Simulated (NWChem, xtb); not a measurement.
**A ladder of methods for CH6ClFSi2 (SMILES C[SiH](F)[SiH2]Cl)**

The species is CH6ClFSi2 (11 atoms), meant as a singlet with charge 0. As SMILES, `C[SiH](F)[SiH2]Cl`. The shape is that of a PBE0-D4/def2-TZVP optimisation. This is one conformer, not always the lowest.

```xyz
11

C    -1.0560   -0.2989    1.3300
Si    0.5421   -0.5622    0.4247
F     1.7555    0.0050    1.3135
Si    0.5522    0.5691   -1.6339
Cl   -0.1423    2.4915   -1.3237
H    -1.8837   -0.7382    0.7662
H    -1.2590    0.7665    1.4584
H    -1.0253   -0.7710    2.3149
H     0.8032   -2.0114    0.2026
H     1.9035    0.6635   -2.2413
H    -0.3648   -0.0868   -2.6033
```

Quantity: the dipole moment, in D. The values are calculated.

```csv
level,kind,program,value (D),CPU time
GFN2-xTB,semi-empirical,xtb,2.25,under 2 s
GFN0-xTB,semi-empirical,xtb,1.98,under 2 s
GFN1-xTB,semi-empirical,xtb,2.01,under 2 s
HF/STO-3G,Hartree–Fock,NWChem,3.29,7 s
HF/3-21G,Hartree–Fock,NWChem,3.44,8.6 s
B3LYP/6-31G* (spherical functions),global hybrid,NWChem,2.27,57 s
B3LYP/6-31G* (Cartesian functions),global hybrid,NWChem,2.27,58 s
wB97X/pcseg-1,range-separated hybrid,NWChem,2.53,98 s
```

The values span 1.98 to 3.44 D. Sets without polarisation functions give poor dipoles. Times are those of the runs behind each value, whatever else they computed, on shared processors of several kinds: orders of magnitude only.
